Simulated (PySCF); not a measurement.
# Simulated characterisation data

- shieldings: GIAO PBE0/pcSseg-1
- GFN2-xTB geometry
- program: PySCF 2.14.0 with density-fitted response routines
- fast rotation and ring inversion assumed for equivalent nuclei, one computed conformer, no solvent model, relativity neglected

Chemical shifts δ = σref − σ; ¹H (31.72 ppm), ¹³C (186.93 ppm) vs TMS, all at this level. Splittings of carbon signals by F and P are missing where no couplings were computed. Where no couplings were computed, multiplicities follow the n + 1 count of equivalent neighbours, and m marks all less simple cases (inequivalent or close neighbours, rings, F or P nearby). Shifts are as computed. Against solution values, carbons near 30 ppm lie about +3 ppm off and those near 130 ppm about +5 ppm. Of 1211 compounds with measured shifts, 218 miss one by over three times the rms of a fit or turn the order of signals round; such compounds aren't used in these exercises.

Compound 1 (C₆H₉FO). ¹H NMR (400 MHz, computed): δ 2.64 (s, 3H), 2.17 (s, 3H), 1.98 (s, 3H). ¹³C{¹H} NMR (computed): δ 177.6 (C), 165.3 (C), 122.8 (C), 30.8 (CH3), 29.4 (CH3), 16.5 (CH3). Structure: `InChI=1S/C6H9FO/c1-4(2)5(3)6(7)8/h1-3H3`.

Compound 2 (C₇H₁₁N). ¹H NMR (400 MHz, computed): δ 2.54 (m, 2H), 2.37 (m, 1H), 2.23 (m, 1H), 2.14 (d, 2H), 1.17 (m, 2H), 1.11 (d, 3H). ¹³C{¹H} NMR (computed): δ 123.3 (C), 36.1 (CH2), 29.0 (CH), 26.4 (CH2), 26.0 (CH3), 26.0 (CH). Structure: `C[C@H]1C[C@@H](CC#N)C1`.
